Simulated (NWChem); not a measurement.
System: Si₂NH₅O₂; SMILES [SiH]1(O[SiH2]O1)N

NWChem input:

```
start job
memory heap 200 mb stack 900 mb global 1100 mb
geometry units angstroms noautosym nocenter noautoz
  N      0.036832    -2.136264     0.603767
  Si     0.109425    -0.771043    -0.394137
  O      1.188170     0.458102     0.085128
  Si    -0.082177     1.568738     0.195813
  O     -1.167739     0.346428    -0.236577
  H     -0.102499    -2.110900     1.605986
  H      0.133342    -3.074102     0.237490
  H      0.321713    -1.253576    -1.778538
  H      0.000553     2.676679    -0.792676
  H     -0.294634     2.104499     1.567978
end
basis spherical
  N library def2-svp
  Si library def2-svp
  O library def2-svp
  H library def2-svp
end
dft
  xc b3lyp
  iterations 150
  mulliken
end
task dft energy
esp
  recalculate
  probe 0.07
  range 0.3
  factor 1.0
  spacing 0.02
end
task esp
```

Parts of the log:

```
             Northwest Computational Chemistry Package (NWChem) 7.3.0
             --------------------------------------------------------

                             Geometry "geometry" -> ""
                             -------------------------

 Output coordinates in angstroms (scale by  1.889725989 to convert to a.u.)

  No.       Tag          Charge          X              Y              Z
 ---- ---------------- ---------- -------------- -------------- --------------
    1 N                    7.0000     0.03683200    -2.13626400     0.60376700
    2 Si                  14.0000     0.10942500    -0.77104300    -0.39413700
    3 O                    8.0000     1.18817000     0.45810200     0.08512800
    4 Si                  14.0000    -0.08217700     1.56873800     0.19581300
    5 O                    8.0000    -1.16773900     0.34642800    -0.23657700
    6 H                    1.0000    -0.10249900    -2.11090000     1.60598600
    7 H                    1.0000     0.13334200    -3.07410200     0.23749000
    8 H                    1.0000     0.32171300    -1.25357600    -1.77853800
    9 H                    1.0000     0.00055300     2.67667900    -0.79267600
   10 H                    1.0000    -0.29463400     2.10449900     1.56797800

 Effective nuclear repulsion energy (a.u.)     319.1052196187

                                 NWChem DFT Module
                                 -----------------

 Summary of "ao basis" -> "ao basis" (spherical)
 ------------------------------------------------------------------------------
       Tag                 Description            Shells   Functions and Types
 ---------------- ------------------------------  ------  ---------------------
 N                          def2-svp                 6       14   3s2p1d
 Si                         def2-svp                 8       18   4s3p1d
 O                          def2-svp                 6       14   3s2p1d
 H                          def2-svp                 3        5   2s1p

            General Information
            -------------------
          SCF calculation type: DFT
          Wavefunction type:  closed shell.
          No. of atoms     :    10
          No. of electrons :    56
           Alpha electrons :    28
            Beta electrons :    28
          Charge           :     0
          Spin multiplicity:     1
          Use of symmetry is: off; symmetry adaption is: off
          Maximum number of iterations: 150
          AO basis - number of functions:   103
                     number of shells:    49
          Convergence on energy requested:  1.00D-06
          Convergence on density requested:  1.00D-05
          Convergence on gradient requested:  5.00D-04

              XC Information
              --------------
                         B3LYP Method XC Potential
                     Hartree-Fock (Exact) Exchange  0.200
                        Slater Exchange Functional  0.800 local
                    Becke 1988 Exchange Functional  0.720 non-local
              Lee-Yang-Parr Correlation Functional  0.810
                  VWN I RPA Correlation Functional  0.190 local

             Grid Information
             ----------------
          Grid used for XC integration:  medium
          Radial quadrature: Mura-Knowles
          Angular quadrature: Lebedev.
          Tag              B.-S. Rad. Rad. Pts. Rad. Cut. Ang. Pts.
          ---              ---------- --------- --------- ---------
          N                   0.65       49          12.0       434
          Si                  1.10       88          12.0       590
          O                   0.60       49          10.0       434
          H                   0.35       45          13.0       434
          Grid pruning is: on
          Number of quadrature shells:   548
          Spatial weights used:  Erf1

      Superposition of Atomic Density Guess
      -------------------------------------

 Sum of atomic energies:        -783.59997304

      Non-variational initial energy
      ------------------------------

[...]

                     NWChem Electrostatic Potential Fit Module
                     -----------------------------------------

 Atom parameters

 Number of atoms is                                   10
 Number of basis functions is                        103

 Grid parameters

 Maximum number of grid points is                  43541
 Number of grid points is                          43540
 Grid range                                     0.300000 nm
 Grid spacing                                   0.020000 nm
 Probe radius                                   0.070000 nm
 Atom radius factor                             1.000000

 Atomic radii

    1    0.100000
    7    0.140000
    8    0.136000
   14    0.187000
 FASTESP  F
  using M.O. file = ./job.movecs

    Atom              Coordinates                           Charge

                                                  ESP

    1 N     0.003683   -0.213626    0.060377   -0.897394
    2 Si    0.010943   -0.077104   -0.039414    1.119840
    3 O     0.118817    0.045810    0.008513   -0.692513
    4 Si   -0.008218    0.156874    0.019581    1.011827
    5 O    -0.116774    0.034643   -0.023658   -0.692009
    6 H    -0.010250   -0.211090    0.160599    0.358569
    7 H     0.013334   -0.307410    0.023749    0.324898
    8 H     0.032171   -0.125358   -0.177854   -0.180048
    9 H     0.000055    0.267668   -0.079268   -0.183305
   10 H    -0.029463    0.210450    0.156798   -0.169866
                                            ------------
                                               -0.000000

 Dipole moment                                  0.644100

 Quadrupole moment Qxx                        -15.931555
                   Qyy                         15.055305
                   Qzz                          0.876250

 RMS deviation kJ/mol                           0.056740

 RRMS %                                        26.470865
```

Level: B3LYP/def2-SVP. Geometry: optimised at PBE0/def2-SVP.
